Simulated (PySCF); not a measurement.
BH4N. Atoms are numbered in the order given.

```xyz
6

B      0.0000     0.0000    -0.7807
N      0.0000     0.0000     0.6121
H      0.0000     1.0536    -1.3608
H      0.0000    -1.0536    -1.3608
H      0.0000    -0.8476     1.1702
H      0.0000     0.8476     1.1702
```
Charge 0, spin multiplicity 1.

The structure is a stationary point at PBE-D3(BJ)/def2-TZVP.

Calculation: TDA-M06-2X/def2-TZVPD (PySCF).

Vertical excitations. Gas-phase values at a fixed geometry. State labels are in the subgroup C2v.

```tsv
state	symmetry	energy (eV)	λ (nm)	f	main pairs
S1	A2	7.15	173	0.000	HOMO−1→LUMO+1 96 %
S2	B1	7.45	166	0.051	HOMO→LUMO 83 %, HOMO→LUMO+2 13 %
S3	B2	8.22	151	0.018	HOMO−1→LUMO 95 %
S4	A1	8.41	147	0.271	HOMO→LUMO+1 91 %
S5	A2	8.66	143	0.000	HOMO→LUMO+3 93 %
S6	B1	9.00	138	0.009	HOMO→LUMO+2 81 %, HOMO→LUMO 14 %
S7	B2	9.19	135	0.045	HOMO−1→LUMO+2 95 %
S8	B1	9.36	133	0.041	HOMO−2→LUMO+1 90 %
S9	A1	9.69	128	0.012	HOMO−1→LUMO+3 95 %
S10	B1	9.96	124	0.025	HOMO→LUMO+4 90 %
T1	A1	6.20	200	0	HOMO→LUMO+1 91 %
T2	A2	6.67	186	0	HOMO−1→LUMO+1 94 %
T3	B1	7.28	170	0	HOMO→LUMO 77 %, HOMO→LUMO+2 16 %
T4	B2	8.13	152	0	HOMO−1→LUMO 94 %
```
Triplets are in the Tamm–Dancoff approximation.
